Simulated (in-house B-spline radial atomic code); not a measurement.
Ionising Sr V (Sr4+) with different functionals

Computed with a radial B-spline atomic code at the basis-set limit: scalar-relativistic (spin-free X2C) Hamiltonian, Fermi nucleus of rms radius 4.224 fm, spin-polarised at highest spin, spherical fractional occupations for the functionals, the average over the highest-spin determinants for Hartree-Fock. The ionisation energy is the difference of two self-consistent energies, [Ar] 3d10 4s2 4p4 → [Ar] 3d10 4s2 4p3, without Breit or QED terms; ε is the level of the shell that loses the electron (its least bound occupied spin orbital). There is no spin-orbit coupling in this Hamiltonian.

Hybrids are left out here: with spherical fractional occupations of an open shell their exact exchange keeps a self-interaction that integer-occupation calculations don't have.

```json
{"method": "Hartree-Fock", "rung": "Hartree-Fock", "ΔSCF (eV)": "68.73", "-ε(4p) (eV)": "69.30"}
{"method": "LDA VWN5", "rung": "LDA", "ΔSCF (eV)": "70.68", "-ε(4p) (eV)": "63.62"}
{"method": "LDA PW92", "rung": "LDA", "ΔSCF (eV)": "70.68", "-ε(4p) (eV)": "63.62"}
{"method": "LDA exchange-only", "rung": "LDA", "ΔSCF (eV)": "68.54", "-ε(4p) (eV)": "61.65"}
{"method": "PBE", "rung": "GGA", "ΔSCF (eV)": "70.13", "-ε(4p) (eV)": "63.19"}
{"method": "PBEsol", "rung": "GGA", "ΔSCF (eV)": "70.15", "-ε(4p) (eV)": "63.23"}
{"method": "BLYP", "rung": "GGA", "ΔSCF (eV)": "70.22", "-ε(4p) (eV)": "63.14"}
{"method": "RPBE", "rung": "GGA", "ΔSCF (eV)": "69.94", "-ε(4p) (eV)": "63.08"}
{"method": "PW91", "rung": "GGA", "ΔSCF (eV)": "70.28", "-ε(4p) (eV)": "63.32"}
{"method": "BP86", "rung": "GGA", "ΔSCF (eV)": "70.38", "-ε(4p) (eV)": "63.39"}
{"method": "AM05", "rung": "GGA", "ΔSCF (eV)": "?", "-ε(4p) (eV)": "?"}
{"method": "OLYP", "rung": "GGA", "ΔSCF (eV)": "69.81", "-ε(4p) (eV)": "63.04"}
{"method": "TPSS", "rung": "meta-GGA", "ΔSCF (eV)": "?", "-ε(4p) (eV)": "?"}
{"method": "SCAN", "rung": "meta-GGA", "ΔSCF (eV)": "69.94", "-ε(4p) (eV)": "63.28"}
{"method": "r2SCAN", "rung": "meta-GGA", "ΔSCF (eV)": "69.87", "-ε(4p) (eV)": "63.26"}
{"method": "revTPSS", "rung": "meta-GGA", "ΔSCF (eV)": "69.98", "-ε(4p) (eV)": "63.20"}
```

(1) What does TPSS give?

(2) What does AM05 give?

(3) How do they compare with the NIST value?

Results:

(1) ΔSCF 70.05 eV, and -ε(4p) = 63.24 eV.

(2) ΔSCF 70.15 eV, and -ε(4p) = 63.24 eV.

(3) NIST lists 70.7 eV ± 0.6 (semi-empirical, ground level to ground level). Errors run from -2.16 to -0.02 eV; LDA PW92 is closest (-0.02 eV), though others lie within the uncertainty of it, and part of that can be cancellation, since the calculations leave out spin-orbit coupling, Breit-QED terms, multiplet and fine-structure energies. Hartree-Fock also lacks correlation.
